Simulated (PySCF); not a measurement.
C5H9NO (SMILES CN1CCCC1=O), singlet, geometry from GFN2-xTB; PySCF with PBE/STO-3G.

Input for PySCF:
```python
from pyscf import gto, scf, dft

mol = gto.Mole()
mol.atom = '''
    C     2.107180   -0.105670    0.050773
    N     0.692705    0.089059   -0.093321
    C     0.149971    0.980337   -1.089728
    C    -1.327529    1.098491   -0.698834
    C    -1.602510   -0.196793    0.063249
    C    -0.235410   -0.624307    0.579633
    O    -0.002578   -1.456745    1.426920
    H     2.598065    0.831780    0.323616
    H     2.545651   -0.478338   -0.879293
    H     2.258991   -0.839120    0.841187
    H     0.270135    0.549606   -2.093712
    H     0.670244    1.942236   -1.066160
    H    -1.468409    1.955254   -0.039294
    H    -1.971587    1.223546   -1.566887
    H    -2.308870   -0.081116    0.882469
    H    -1.972743   -0.985648   -0.594598
'''
mol.basis = 'sto-3g'
mol.charge = 0
mol.spin = 0
mol.verbose = 4
mol.build()

mf = dft.RKS(mol)
mf.xc = 'pbe'
mf.grids.radi_method = dft.radi.mura_knowles
mf.kernel()
```

Output, abridged:

```
PySCF version 2.14.0

[INPUT] verbose = 4
[INPUT] num. atoms = 16
[INPUT] num. electrons = 54
[INPUT] charge = 0
[INPUT] spin (= nelec alpha-beta = 2S) = 0
[INPUT] symmetry False subgroup None
[INPUT] Mole.unit = angstrom
[INPUT] Symbol           X                Y                Z      unit          X                Y                Z       unit  Magmom
[INPUT]  1 C      2.107180000000  -0.105670000000   0.050773000000 AA    3.981993095161  -0.199687359583   0.095947064523 Bohr   0.0
[INPUT]  2 N      0.692705000000   0.089059000000  -0.093321000000 AA    1.309022735117   0.168297118928  -0.176351131671 Bohr   0.0
[INPUT]  3 C      0.149971000000   0.980337000000  -1.089728000000 AA    0.283404116627   1.852568439778  -2.059287470270 Bohr   0.0
[INPUT]  4 C     -1.327529000000   1.098491000000  -0.698834000000 AA   -2.508666232418   2.075847140300  -1.320604866534 Bohr   0.0
[INPUT]  5 C     -1.602510000000  -0.196793000000   0.063249000000 AA   -3.028305011877  -0.371884873232   0.119523287653 Bohr   0.0
[INPUT]  6 C     -0.235410000000  -0.624307000000   0.579633000000 AA   -0.444860426984  -1.179769247649   1.095347622760 Bohr   0.0
[INPUT]  7 O     -0.002578000000  -1.456745000000   1.426920000000 AA   -0.004871713949  -2.752849083330   2.696488001664 Bohr   0.0
[INPUT]  8 H      2.598065000000   0.831780000000   0.323616000000 AA    4.909631303818   1.571836395891   0.611545609527 Bohr   0.0
[INPUT]  9 H      2.545651000000  -0.478338000000  -0.879293000000 AA    4.810583198725  -0.903927814972  -1.661622953247 Bohr   0.0
[INPUT] 10 H      2.258991000000  -0.839120000000   0.841187000000 AA    4.268874307857  -1.585706985645   1.589613049545 Bohr   0.0
[INPUT] 11 H      0.270135000000   0.549606000000  -2.093712000000 AA    0.510481166659   1.038604816418  -3.956542263715 Bohr   0.0
[INPUT] 12 H      0.670244000000   1.942236000000  -1.066160000000 AA    1.266577596633   3.670294109271  -2.014750404966 Bohr   0.0
[INPUT] 13 H     -1.468409000000   1.955254000000  -0.039294000000 AA   -2.774890848846   3.694894563960  -0.074254898339 Bohr   0.0
[INPUT] 14 H     -1.971587000000   1.223546000000  -1.566887000000 AA   -3.725759460753   2.312166840807  -2.960987298141 Bohr   0.0
[INPUT] 15 H     -2.308870000000  -0.081116000000   0.882469000000 AA   -4.363131957225  -0.153287024320   1.667624723419 Bohr   0.0
[INPUT] 16 H     -1.972743000000  -0.985648000000  -0.594598000000 AA   -3.727943984153  -1.862604775225  -1.123627374214 Bohr   0.0

nuclear repulsion = 317.328649015203
number of shells = 30
number of NR pGTOs = 132
number of NR cGTOs = 44
basis = sto-3g
ecp = {}

******** <class 'pyscf.dft.rks.RKS'> ********
method = RKS
initial guess = minao
damping factor = 0
level_shift factor = 0
DIIS = <class 'pyscf.scf.diis.CDIIS'>
diis_start_cycle = 1
diis_space = 8
diis_damp = 0
SCF conv_tol = 1e-09
SCF conv_tol_grad = None
SCF max_cycles = 50
direct_scf = True
direct_scf_tol = 1e-13
XC library pyscf.dft.libxc version 7.1.2
    S. Lehtola, C. Steigemann, M. J. T. Oliveira, and M. A. L. Marques,  SoftwareX 7, 1–5 (2018)
XC functionals = pbe
    J. P. Perdew, K. Burke, and M. Ernzerhof,  Phys. Rev. Lett. 77, 3865 (1996)
    J. P. Perdew, K. Burke, and M. Ernzerhof,  Phys. Rev. Lett. 78, 1396 (1997)
    J. P. Perdew, K. Burke, and M. Ernzerhof,  Phys. Rev. Lett. 77, 3865 (1996)
    J. P. Perdew, K. Burke, and M. Ernzerhof,  Phys. Rev. Lett. 78, 1396 (1997)
radial grids: Mura-Knowles [JCP 104, 9848 (1996); DOI:10.1063/1.471749] log3 quadrature radial grids
becke partition: Becke, JCP 88, 2547 (1988); DOI:10.1063/1.454033
pruning grids: <function nwchem_prune>
grids dens level: 3
symmetrized grids: False
atomic radii adjust function: <function treutler_atomic_radii_adjust>
small_rho_cutoff = 0
Set gradient conv threshold to 3.16228e-05
Initial guess from minao.
tot grids = 178208
init E= -322.374085538537
  HOMO = -0.246215285024747  LUMO = -0.00594722201253006  gap/eV = 6.53803
cycle= 1 E= -321.249115849521  delta_E= 1.12  |g|= 0.669  |ddm|= 5.24
  HOMO = 0.116347714850073  LUMO = 0.247580151962828  gap/eV = 3.57102
cycle= 2 E= -319.912688903215  delta_E= 1.34  |g|= 2.32  |ddm|= 3.66
  HOMO = -0.0423668691790594  LUMO = 0.140120961687035  gap/eV = 4.96575
cycle= 3 E= -321.394437721979  delta_E= -1.48  |g|= 0.222  |ddm|= 2.84
  HOMO = -0.0553921945293729  LUMO = 0.130374462992382  gap/eV = 5.05497
cycle= 4 E= -321.403476799204  delta_E= -0.00904  |g|= 0.135  |ddm|= 0.354
  HOMO = -0.0649119335557317  LUMO = 0.123017009992207  gap/eV = 5.11381
cycle= 5 E= -321.408894798295  delta_E= -0.00542  |g|= 0.0242  |ddm|= 0.176
  HOMO = -0.0648076462843581  LUMO = 0.12348967067308  gap/eV = 5.12383
cycle= 6 E= -321.409022707019  delta_E= -0.000128  |g|= 0.0112  |ddm|= 0.0277
  HOMO = -0.0654990001594798  LUMO = 0.123504018438955  gap/eV = 5.14303
cycle= 7 E= -321.409057744674  delta_E= -3.5e-05  |g|= 0.00226  |ddm|= 0.0121
  HOMO = -0.065935068796406  LUMO = 0.123149500550331  gap/eV = 5.14525
cycle= 8 E= -321.40905951051  delta_E= -1.77e-06  |g|= 0.000447  |ddm|= 0.00322
  HOMO = -0.0659871383489684  LUMO = 0.123117567074776  gap/eV = 5.14580
cycle= 9 E= -321.409059571035  delta_E= -6.05e-08  |g|= 9.85e-05  |ddm|= 0.000565
  HOMO = -0.0659854774236804  LUMO = 0.123123829534349  gap/eV = 5.14593
cycle= 10 E= -321.40905957372  delta_E= -2.68e-09  |g|= 7.02e-06  |ddm|= 0.000124
  HOMO = -0.0659852342732957  LUMO = 0.123123745105852  gap/eV = 5.14592
cycle= 11 E= -321.409059573736  delta_E= -1.59e-11  |g|= 2.5e-06  |ddm|= 1.22e-05
  HOMO = -0.0659854256647641  LUMO = 0.12312338801606  gap/eV = 5.14591
Extra cycle  E= -321.409059573735  delta_E= 5.68e-13  |g|= 3.15e-06  |ddm|= 7.07e-06
converged SCF energy = -321.409059573735
```
